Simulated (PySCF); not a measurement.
Compound: C4H9N2Si2 (charge -1).
Z-matrix (Å and degrees, GFN2-xTB geometry), rows numbered from 1:
```
C 
Si  1  1.9072
C   2  1.8852  1  103.25
C   3  1.2148  2  169.66  1   125.90
C   4  1.4073  3  175.57  2  -147.46
N   5  1.2745  4  127.85  1    15.59
N   2  1.6636  1  110.43  3   123.23
Si  7  1.6767  2  136.08  1  -177.51
H   1  1.0863  2  110.67  3   169.03
H   1  1.0884  2  111.60  3    49.10
H   1  1.0859  2  111.35  3   -71.40
H   2  1.4993  1  105.28  3  -104.23
H   5  1.0921  4  116.39  6  -179.37
H   6  1.0223  5  112.60  4     0.84
H   8  1.4840  7  107.85  2  -178.56
H   8  1.4936  7  116.66  2   -60.27
H   8  1.4891  7  116.95  2    62.39
```

Method used: PySCF, TDDFT wB97X-D/def2-SVPD, vertical, gas phase, core orbitals frozen in the response.

Problem. Predict the UV-vis stick spectrum at this level.

Solution. 

| state | λ (nm) | E (eV) | f | main configurations (H = HOMO, L = LUMO) |
| --- | --- | --- | --- | --- |
| S1 | 320.9 | 3.86 | 0.036 | H→L (94%) |
| S2 | 294.9 | 4.20 | 0.109 | H-1→L (94%) |
| S3 | 276.1 | 4.49 | 0.0013 | H-2→L (66%), H-4→L (18%) |
| S4 | 240.7 | 5.15 | 0.014 | H-5→L (45%), H-6→L (36%) |
| S5 | 236.2 | 5.25 | 0.0033 | H→L+1 (45%), H→L+2 (23%), H→L+5 (13%) |
| S6 | 229.7 | 5.40 | 0.0032 | H→L+2 (52%), H→L+5 (23%), H→L+3 (8%) |
| S7 | 227.3 | 5.46 | 0.135 | H-3→L (63%) |
| S8 | 221.4 | 5.60 | 0.0089 | H-1→L+1 (52%), H-1→L+5 (19%), H-1→L+2 (9%) |

Triplets, Tamm–Dancoff:

| state | E (eV) | λ (nm) | main configurations (H = HOMO, L = LUMO) |
| --- | --- | --- | --- |
| T1 | 3.40 | 364.9 | H-3→L (41%), H→L (25%), H-1→L (22%) |
| T2 | 3.83 | 323.9 | H→L (67%), H-3→L (17%) |
| T3 | 4.09 | 302.9 | H-2→L (44%), H-4→L (20%), H-5→L (18%) |

The lowest singlet lies at 3.86 eV (321 nm, ultraviolet) and is of moderate strength; its leading configuration is HOMO→LUMO (94%). The strongest level in the table is S7 at 5.46 eV (227 nm, f = 0.135). Löwdin shares by element: HOMO nitrogen 59% or more, silicon 26%, hydrogen 5% or more; LUMO carbon 59% or more, nitrogen 28% or more. The oscillator strengths of these states sum to 0.311; summed over the whole spectrum of an exact calculation they would give the number of electrons, 76 (Thomas–Reiche–Kuhn). Orbital energies (eV): HOMO-3 -6.26, HOMO-2 -6.10, HOMO-1 -4.02, HOMO -3.77, LUMO 3.40, LUMO+1 5.19, LUMO+2 5.41. The listed states span 1.74 eV, and the widest gap between neighbours is 0.66 eV (S3 to S4). No computed singlet lies in the visible range (380 to 750 nm); the lowest, at 321 nm, stands 0.60 eV above its violet end (3.26 eV). No detachment energy is given for this anion; states above it aren't bound, and a finite basis only mimics them. Singlets were solved by full linear response, triplets in the Tamm–Dancoff approximation.

Hardware: one thread, Intel Xeon at 2.50 GHz (x86_64), no GPU (shared host). Cost: 4.8 min wall, 2.9 min CPU (with the writing of density and orbital grids), 1.1 GiB resident at most.

One conformer stands for the species.
